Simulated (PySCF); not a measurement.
## A search over the determinants of LiGe

Unrestricted PBE0; Li aug-cc-pVDZ, Ge aug-cc-pVDZ-PP with ECP10; scalar-relativistic core potentials (PySCF 2.14). Outer shells of the fragments: Li 2s1; Ge 3d10 4s2 4p2.

Followed along the bond (rough minima from three points):

```csv
2Ms+1,unpaired,⟨S²⟩ at the start,R at minimum (Å),Te (eV)
4,"σ ↑, π ↑↑",3.75,2.42,0.00
2,π ↑,0.75,2.62,0.52
2,"σ ↑, π ↑↓",1.76,2.45,0.56
2,"σ ↓, π ↑↑",1.76,2.48,0.61
2,σ ↑,0.75,2.45,1.31
```

Solutions found at the starting distance of 2.445 Å, counted from the lowest of them; the search is not exhaustive and high or unbound solutions are not listed, so other states can lie among these:

| 2Ms+1 | unpaired | term | E (eV) | ⟨S²⟩ | ⟨Lz²⟩ | μ (D) |
| --- | --- | --- | --- | --- | --- | --- |
| 4 | σ ↑, π ↑↑ | ⁴Σ⁻ | 0.00 | 3.75 | 0.00 | -5.86 |
| 2 | σ ↑, π ↑↓ | mixed | 0.56 | 1.76 | 2.01 | -5.80 |
| 2 | π ↑ | ²Π | 0.57 | 0.75 | 1.00 | -5.02 |
| 2 | σ ↓, π ↑↑ | mixed | 0.61 | 1.76 | 0.00 | -5.98 |
| 2 | σ ↑ | mixed | 1.31 | 0.75 | 2.00 | -5.43 |
| 4 | σ ↑↑, π ↑ | ⁴Π | 2.09 | 3.75 | 1.00 | 4.76 |
| 2 | π ↑ | ²Π | 2.09 | 0.76 | 1.02 | -5.22 |
| 2 | σ ↑↑, π ↓ | mixed | 2.44 | 1.76 | 1.01 | 4.91 |
| 4 | σ ↑, π ↑↑ | mixed | 3.29 | 3.75 | 2.01 | 2.42 |

A term symbol is given only where ⟨S²⟩ and ⟨Lz²⟩ are close to those of a pure state; real π, δ and φ orbitals otherwise mix terms. A positive dipole means Li(−)Ge(+).

**Question.** Compare the gap between the two lowest followed solutions at the starting distance with the gap between their minima.

**Answer.** At PBE0 the second solution (doublet, unpaired electrons π ↑) lies +0.57 eV from the first (quartet, unpaired electrons σ ↑, π ↑↑) at 2.445 Å and +0.52 eV at the minima; the two curves relax by different amounts, since their minima lie near 2.62 and 2.42 Å.

Spin–orbit coupling is left out. Counting both spins, an empty level lies below a filled one in some of these solutions, because spin and occupation are held.
